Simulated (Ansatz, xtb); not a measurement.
# Two isomers of CH6GeSe

We compare I, `C[Se][GeH3]`, a singlet, with II, `[CH3][GeH2][SeH]`, a singlet. Both are isolated molecules in the gas phase, relaxed with PBE0-D4/def2-SVP; the shapes shown needn't be the lowest conformers.

I (Å):

```xyz
9

C    -0.9157    1.3199   -0.2185
Ge   -3.6121    1.6553   -1.9614
Se   -1.3658    0.9861   -2.0922
H    -1.5232    0.6936    0.4481
H     0.1418    1.0495   -0.0994
H    -1.0449    2.3810    0.0328
H    -4.3701    0.7831   -0.9411
H    -4.2037    1.4731   -3.3675
H    -3.7054    3.1308   -1.5250
```

II (Å):

```yaml
atoms:
  - { symbol: C, position_ang: [-1.1381, 1.3104, -0.6151] }
  - { symbol: Ge, position_ang: [-3.0027, 1.0496, -1.1195] }
  - { symbol: Se, position_ang: [-4.0676, 3.1220, -1.5192] }
  - { symbol: H, position_ang: [-0.6679, 0.3425, -0.3843] }
  - { symbol: H, position_ang: [-0.5846, 1.7833, -1.4389] }
  - { symbol: H, position_ang: [-1.0772, 1.9603, 0.2689] }
  - { symbol: H, position_ang: [-3.8184, 0.4310, 0.0302] }
  - { symbol: H, position_ang: [-3.1136, 0.1616, -2.3749] }
  - { symbol: H, position_ang: [-3.1925, 3.4388, -2.6593] }
```

Quicker runs give these differences E(II) − E(I): GFN2-xTB −0.114 eV; HF/STO-3G −0.202 eV (at GFN2-xTB geometries); r2SCAN-D4/def2-SVP −0.436 eV (at GFN2-xTB geometries).

Q: Estimate E(II) − E(I) at the level CCSD(T)/def2-SVP + ΔMP2/def2-TZVPP.

A: Calculated at CCSD(T)/def2-SVP + ΔMP2/def2-TZVPP: E(II) − E(I) = −0.440 eV, so structure II lies lower.

How the difference moves with the method:

```csv
level,geometry,E(II) − E(I) (eV),departure from the last row (eV),"job, with rough time for the two"
GFN2-xTB,GFN2-xTB,−0.114,+0.327,"optimisation, 0.088 s"
HF/STO-3G,GFN2-xTB,−0.202,+0.238,"single point, 0.44 s"
r2SCAN-D4/def2-SVP,GFN2-xTB,−0.436,+0.005,"single point, 4 s"
PBE0-D4/def2-SVP,PBE0-D4/def2-SVP,−0.432,+0.009,"optimisation, 44 s"
HF/def2-SVP,PBE0-D4/def2-SVP,−0.457,−0.017,part of the CCSD(T) run
MP2/def2-SVP,PBE0-D4/def2-SVP,−0.468,−0.027,part of the CCSD(T) run
CCSD(T)/def2-SVP,PBE0-D4/def2-SVP,−0.451,−0.010,single point
CCSD(T)/def2-SVP + ΔMP2/def2-TZVPP,PBE0-D4/def2-SVP,−0.440,,"single point, 29 s"
```

As drawn, II has 1 C–Ge, 1 Se–H in place of 1 C–Se, 1 Ge–H.

None of the levels shown reverses the order. The largest departure from CCSD(T)/def2-SVP + ΔMP2/def2-TZVPP is that of GFN2-xTB, 0.327 eV. The last row adds to CCSD(T) the change of the MP2 difference between the two basis sets, here +0.010 eV.

With harmonic frequencies from PBE0-D4/def2-SVP (ideal gas, rigid rotor, one conformer each, 298.15 K, 1 atm): on the last row, ΔE + ΔZPE = −0.459, ΔH = −0.456, ΔG = −0.454 eV.

The correlated steps freeze 19 core orbitals; the filled d shell of Ge and Se is correlated, in a basis made for valence electrons. Mirror images aren't counted in ΔG. Codes used: Ansatz 0.2.0, xtb 6.7.1; the last row on 2 threads of Arm Neoverse V2 on a shared host.
